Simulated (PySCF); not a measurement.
hydrogen bromide (HBr), singlet, geometry from GFN2-xTB; SVWN5/def2-TZVP, polarisability (PySCF).

Here is a job for PySCF.
```python
from pyscf import gto, scf, dft
from pyscf.prop import polarizability

mol = gto.M(
    atom='''
Br   -0.00000000   -0.00000000   -0.03893315
H     0.00000000    0.00000000    1.36266026
''',
    basis='def2-tzvp',
    verbose=4,
)

mf = dft.RKS(mol)
mf.xc = 'lda,vwn'
mf.kernel()
alpha = mf.Polarizability().polarizability()[2, 2]
print('alpha_zz =', alpha)
```

It wrote (shortened):

```
site-packages/pyscf/prop/efg/rhf.py:45: UserWarning: Module EFG is under testing
  warnings.warn('Module EFG is under testing')
site-packages/pyscf/prop/efg/dhf.py:30: UserWarning: Module EFG is under testing
  warnings.warn('Module EFG is under testing')
site-packages/pyscf/prop/zfs/uhf.py:40: UserWarning: Module ZFS is under testing
  warnings.warn('Module ZFS is under testing')
site-packages/pyscf/prop/gtensor/uhf.py:43: UserWarning: Module g-tensor is under testing
  warnings.warn('Module g-tensor is under testing')
site-packages/pyscf/prop/gtensor/uks.py:41: UserWarning: Module g-tensor is under testing
  warnings.warn('Module g-tensor is under testing')
site-packages/pyscf/prop/hfc/uks.py:35: UserWarning: Module HFC is under testing
  warnings.warn('Module HFC is under testing')
site-packages/pyscf/prop/magnetizability/rhf.py:39: UserWarning: Module magnetizability is under testing
  warnings.warn('Module magnetizability is under testing')
site-packages/pyscf/prop/magnetizability/uhf.py:37: UserWarning: Module magnetizability is under testing
  warnings.warn('Module magnetizability is under testing')
site-packages/pyscf/prop/magnetizability/rks.py:37: UserWarning: Module magnetizability is under testing
  warnings.warn('Module magnetizability is under testing')
site-packages/pyscf/prop/magnetizability/uks.py:39: UserWarning: Module magnetizability is under testing
  warnings.warn('Module magnetizability is under testing')
site-packages/pyscf/prop/polarizability/uhf.py:34: UserWarning: Module polarizability is under testing
  warnings.warn('Module polarizability is under testing')
site-packages/pyscf/prop/polarizability/rks.py:29: UserWarning: Module polarizability is under testing
  warnings.warn('Module polarizability is under testing')
site-packages/pyscf/prop/polarizability/uks.py:29: UserWarning: Module polarizability is under testing
  warnings.warn('Module polarizability is under testing')
PySCF version 2.14.0

[INPUT] verbose = 4
[INPUT] num. atoms = 2
[INPUT] num. electrons = 36
[INPUT] charge = 0
[INPUT] spin (= nelec alpha-beta = 2S) = 0
[INPUT] symmetry False subgroup None
[INPUT] Mole.unit = angstrom
[INPUT] Symbol           X                Y                Z      unit          X                Y                Z       unit  Magmom
[INPUT]  1 Br     0.000000000000   0.000000000000  -0.038933150000 AA    0.000000000000   0.000000000000  -0.073572990667 Bohr   0.0
[INPUT]  2 H      0.000000000000   0.000000000000   1.362660260000 AA    0.000000000000   0.000000000000   2.575054692229 Bohr   0.0

nuclear repulsion = 13.2143903146634
number of shells = 20
number of NR pGTOs = 111
number of NR cGTOs = 54
basis = def2-tzvp
ecp = {}

******** <class 'pyscf.dft.rks.RKS'> ********
method = RKS
initial guess = minao
damping factor = 0
level_shift factor = 0
DIIS = <class 'pyscf.scf.diis.CDIIS'>
diis_start_cycle = 1
diis_space = 8
diis_damp = 0
SCF conv_tol = 1e-09
SCF conv_tol_grad = None
SCF max_cycles = 50
direct_scf = True
direct_scf_tol = 1e-13
XC library pyscf.dft.libxc version 7.1.2
    S. Lehtola, C. Steigemann, M. J. T. Oliveira, and M. A. L. Marques,  SoftwareX 7, 1–5 (2018)
XC functionals = lda,vwn
    P. A. M. Dirac,  Math. Proc. Cambridge Philos. Soc. 26, 376 (1930)
    F. Bloch,  Z. Phys. 57, 545 (1929)
    S. H. Vosko, L. Wilk, and M. Nusair,  Can. J. Phys. 58, 1200 (1980)
radial grids:
    Treutler-Ahlrichs [JCP 102, 346 (1995); DOI:10.1063/1.469408] (M4) radial grids

becke partition: Becke, JCP 88, 2547 (1988); DOI:10.1063/1.454033
pruning grids: <function nwchem_prune>
grids dens level: 3
symmetrized grids: False
atomic radii adjust function: <function treutler_atomic_radii_adjust>
small_rho_cutoff = 0
Set gradient conv threshold to 3.16228e-05
Initial guess from minao.
tot grids = 30232
init E= -2570.12762013941
  HOMO = -0.305834468156279  LUMO = -0.0380781039166509  gap/eV = 7.28602
cycle= 1 E= -2571.18356439536  delta_E= -1.06  |g|= 0.404  |ddm|= 1.11
  HOMO = -0.26407684501872  LUMO = -0.0445174105594841  gap/eV = 5.97452
cycle= 2 E= -2571.18789144703  delta_E= -0.00433  |g|= 0.281  |ddm|= 0.356
  HOMO = -0.277275931539041  LUMO = -0.0391465481788735  gap/eV = 6.47983
cycle= 3 E= -2571.19544858688  delta_E= -0.00756  |g|= 0.0471  |ddm|= 0.178
  HOMO = -0.276981522465996  LUMO = -0.0412894782184985  gap/eV = 6.41351
cycle= 4 E= -2571.19614761039  delta_E= -0.000699  |g|= 0.00506  |ddm|= 0.0397
  HOMO = -0.278128967445149  LUMO = -0.0415859610740821  gap/eV = 6.43666
cycle= 5 E= -2571.19615192947  delta_E= -4.32e-06  |g|= 0.00211  |ddm|= 0.00686
  HOMO = -0.277774429903177  LUMO = -0.0414398867293704  gap/eV = 6.43099
cycle= 6 E= -2571.19615288052  delta_E= -9.51e-07  |g|= 0.000151  |ddm|= 0.00238
  HOMO = -0.277794800861555  LUMO = -0.0414596071850744  gap/eV = 6.43101
cycle= 7 E= -2571.19615288597  delta_E= -5.45e-09  |g|= 4.65e-06  |ddm|= 0.000154
  HOMO = -0.277793323907341  LUMO = -0.0414581610957621  gap/eV = 6.43101
cycle= 8 E= -2571.19615288596  delta_E= 3.18e-12  |g|= 8.99e-07  |ddm|= 7.44e-06
  HOMO = -0.277793411555133  LUMO = -0.0414584487716088  gap/eV = 6.43100
Extra cycle  E= -2571.19615288597  delta_E= -6.37e-12  |g|= 8.38e-07  |ddm|= 1.95e-06
converged SCF energy = -2571.19615288597
Isotropic polarizability 18.4071404933
Polarizability anisotropy 5.15805009015
alpha_zz = 21.84584055338769
```
